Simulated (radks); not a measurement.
The numbers below are computed, except where a source is named.
Q: All-electron atom: Rh3+ in [Kr] 4d6 (the NIST ground configuration). Code: a radial shooting solver on a logarithmic mesh with Libxc functionals. Model: Dirac Kohn-Sham, LDA (Slater exchange, Perdew-Wang correlation), spin-unpolarised, spherical densities, finite nucleus; open shells fill j = l - 1/2 first; Fermi nuclear charge, rms radius 4.4945 fm. Some entries of the table are withheld. Estimate them.

| orbital | occ. | eigenvalue (Ry) | <r^2> (bohr^2) | <r> (bohr) |
|---|---|---|---|---|
| 1s1/2 | 2 | -1692.843 | 0.001441 | 0.03266 |
| 2s1/2 | 2 | -247.7507 | 0.02373 | 0.1417 |
| 2p1/2 | 2 | -229.7381 | 0.01779 | 0.1204 |
| 2p3/2 | 4 | -219.1262 | 0.01913 | 0.1252 |
| 3s1/2 | 2 | -46.45207 | 0.1752 | (1) |
| 3p1/2 | 2 | -39.39461 | (2) | 0.3835 |
| 3p3/2 | 4 | -37.56759 | (3) | 0.3943 |
| 3d3/2 | 4 | -25.02224 | 0.1625 | 0.3685 |
| 3d5/2 | 6 | -24.66144 | 0.1654 | 0.3720 |
| 4s1/2 | 2 | -8.70288 | 1.070 | 0.9720 |
| 4p1/2 | 2 | -6.52985 | (4) | 1.044 |
| 4p3/2 | 4 | -6.23044 | (5) | 1.073 |
| 4d3/2 | 4 | -2.93600 | 2.193 | 1.364 |
| 4d5/2 | 2 | -2.89964 | 2.234 | 1.377 |

A: 
(1) 3s1/2 <r> (bohr): 0.3911
(2) 3p1/2 <r^2> (bohr^2): 0.1712
(3) 3p3/2 <r^2> (bohr^2): 0.1807
(4) 4p1/2 <r^2> (bohr^2): 1.247
(5) 4p3/2 <r^2> (bohr^2): 1.318
